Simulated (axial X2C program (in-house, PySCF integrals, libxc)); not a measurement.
**HfO: from Re and ωe to a spectrum**

A bond curve at the PBE0 level, with spin–orbit coupling, was computed with an in-house relativistic program for diatomic molecules (basis Hf dyall-cv3z [13s14p9d7f4g], O dyall-av3z [7s6p3d2f] (cores contracted in-house)) for the state Ω = 0 (closed shell). Its fit gives Re = 1.7112 Å, ωe = 1010.7 cm⁻¹, ωexe = 2.92 cm⁻¹ and αe = 1.596e-03 cm⁻¹; the masses are 179.9465 and 15.9949 u. Two-component means X2C with spin–orbit coupling and atomic mean-field Coulomb and Gaunt terms.

Q: Find the reduced mass, Be and the force constant.

A: From the PBE0 values: μ = 14.6892 u. Be = 16.8576/(μ Re²) = 0.3919 cm⁻¹. k = 5.8918×10⁻⁷ μ ωe² = 8.84 mdyn/Å.

Q: The dipole moment p changes by 6.97 D/Å at Re. What harmonic infrared intensity follows?

A: I = 42.256 × (dp/dR)²/μ = 140 km/mol.

Q: Estimate the centrifugal constant by the Kratzer relation.

A: D = 4Be³/ωe² = 2.36e-07 cm⁻¹.

Q: A Morse curve ties αe to the other constants (Pekeris). How well does that hold?

A: αe(Morse) = 6Be²/ωe × (√(ωexe/Be) − 1) = 1.577e-03 cm⁻¹; the PBE0 curve gives 1.596e-03 cm⁻¹, a ratio of 0.99.

Q: Where do the fundamental and the first overtone lie?

A: ν(1←0) = ωe − 2ωexe = 1004.9 cm⁻¹; ν(2←0) = 2ωe − 6ωexe = 2003.9 cm⁻¹.

Occupations by symmetry block were frozen at the best pattern of an incomplete PBE0 search.
